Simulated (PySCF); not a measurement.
# Al⁺ (aluminium, charge +1) across methods

[Ne] 3p2, high-spin 3P determinant (an excited configuration). Calculation: PySCF 2.14, in aug-cc-pwCVQZ (10s9p7d5f3g, 134 functions); the non-relativistic Hamiltonian (point nucleus).

```csv
method,E (hartree),mean ε 2p α (eV),mean ε 2p β (eV),mean ε 3p α (eV),Σ⟨r²⟩ (bohr²),⟨S²⟩
UHF,-241.28420,-99.540,-98.947,-13.618,22.42,2.000
PBE0,-241.6442,-86.023,-85.667,-11.826,21.49,2.000
LDA,-240.7110,-81.228,-80.935,-11.027,21.29,2.000
LC-wPBE,-241.6512,-87.005,-86.747,-14.016,21.29,2.000
B97-3,-241.7256,-86.449,-86.130,-11.767,21.53,2.000
PBE,-241.6315,-81.129,-80.850,-11.075,21.31,2.000
r2SCAN,-241.7381,-82.944,-82.661,-11.198,21.42,2.000
r2SCAN0,-241.7246,-87.304,-86.944,-11.879,21.56,2.000
```
